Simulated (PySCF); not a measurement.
Predicted microwave data (PBE0/pcSseg-1 in PySCF (dipole) on a GFN2-xTB geometry, gas phase) for one isomer of C7H13OP:

```
Rotational constants : A = 3106, B = 823.1, C = 718.1 MHz
Dipole components    : |μa| = 1.24 D, |μb| = 0.05 D, |μc| = 0.31 D
Inertial defect      : -72.98 u·Å²
κ                    : -0.91
```

Question: Which candidate fits, each taken in the one conformer that was computed?
A. `[CH3:1]/[CH:2]=[CH:3]\[P:4]1[CH2:5][CH2:6][O:7][CH2:8][CH2:9]1` with C2–C3–P4–C5 -86°, C3–P4–C5–C6 -156°, P4–C5–C6–O7 66°, C5–C6–O7–C8 -66°, C6–O7–C8–C9 66°
B. `[CH2:1]=[CH:2][C@@H:3]1[CH2:4][CH2:5][CH2:6][P@:7]1([CH3:8])=[O:9]` with C1–C2–C3–C4 -127°, C2–C3–C4–C5 -162°, C3–C4–C5–C6 53°, C4–C5–C6–P7 -35°, C5–C6–P7–C8 -101°
C. `CC1=C[P@]1(=O)C(C)(C)C`

Answer: A. It is C/C=C\P1CCOCC1, a near-prolate asymmetric top, point group C1. The candidates at the same level (rigid rotor, commonest isotopes):

```json
{"SMILES": "CC1=C[P@]1(=O)C(C)(C)C", "A (MHz)": "2032", "B (MHz)": "1088", "C (MHz)": "953.4", "μa (D)": "0.48", "μb (D)": "4.10", "μc (D)": "0.64", "Δ (u·Å²)": "-182.94", "point group": "C1", "rotor": "asymmetric top"}
{"SMILES": "C/C=C\\P1CCOCC1", "A (MHz)": "3106", "B (MHz)": "823.1", "C (MHz)": "718.1", "μa (D)": "1.24", "μb (D)": "0.05", "μc (D)": "0.31", "Δ (u·Å²)": "-72.98", "point group": "C1", "rotor": "near-prolate asymmetric top"}
{"SMILES": "C=C[C@@H]1CCC[P@]1(C)=O", "A (MHz)": "1753", "B (MHz)": "1280", "C (MHz)": "956.5", "μa (D)": "0.94", "μb (D)": "2.37", "μc (D)": "3.18", "Δ (u·Å²)": "-154.76", "point group": "C1", "rotor": "asymmetric top"}
```

`C=C[C@@H]1CCC[P@]1(C)=O` has B 56 % too high; `CC1=C[P@]1(=O)C(C)(C)C` has A 35 % too low. No structure here is proved a minimum.
